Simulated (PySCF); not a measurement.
C3H5NOSi, SMILES O[Si@H]1C=CN=C1.

The structure is a stationary point at ωB97X-D3(BJ)/def2-SVP. The structure was generated by enumeration; whether it is a known compound was not checked. Other conformers were not sampled.

Vertical ionisation energy (IE) and electron affinity (EA) in eV. Rows of orbital energies are one-electron estimates. Where ΔSCF, EOM or ADC give a negative EA the extra electron is unbound and the value depends on the basis.

```json
[
 {"level": "−ε(HOMO), −ε(LUMO), HF/def2-TZVP (PySCF)", "IE": "9.61", "EA": "-1.49"},
 {"level": "−ε(HOMO), −ε(LUMO), PBE/def2-TZVP (PySCF)", "IE": "5.73", "EA": "3.20"}
]
```
